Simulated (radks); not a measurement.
The numbers below are computed, except where a source is named.
The caesium anion Cs-, [Xe] 6s2, held by a Watson sphere: a shell of charge +1 at radius R that stands for the Madelung well of a crystal (potential energy -1/R inside, -1/r outside, in hartree with lengths in bohr). Code: a radial shooting solver on a logarithmic mesh with Libxc functionals. Model: scalar-relativistic Kohn-Sham, LB94 model potential, spin-unpolarised, spherical densities, finite nucleus; Fermi nuclear charge, rms radius of each element as measured or else 0.836 A^(1/3) + 0.57 fm. Response by self-consistent Sternheimer equations with the Hartree and adiabatic LDA kernel, the relativistic mass of each level held fixed and spin-orbit coupling left out. The sphere does not respond.

| R (bohr) | e(5s) (eV) | e(5p) (eV) | e(6s) (eV) | <r> 6s (bohr) | sum of <r^2> (bohr^2) | X-ray form factor at sin(theta)/lambda = 0.2 1/angstrom | alpha (bohr^3) |
|---|---|---|---|---|---|---|---|
| 2.67 | -33.876 | -20.200 | -5.765 | 4.556 | 96.82 | 43.994 | 202.7 |
| 4.59 | -31.270 | -17.636 | -5.213 | 4.967 | 106.4 | 43.980 | 281.4 |
| 4.64 | -31.234 | -17.600 | -5.191 | 4.981 | 106.7 | 43.980 | 284.7 |
| 5.11 | -30.943 | -17.305 | -4.986 | 5.104 | 109.6 | 43.986 | 317.7 |
| 5.74 | -30.634 | -16.991 | -4.718 | 5.256 | 113.4 | 43.991 | 365.5 |
| 6.28 | -30.414 | -16.769 | -4.499 | 5.372 | 116.4 | 43.992 | 408.1 |
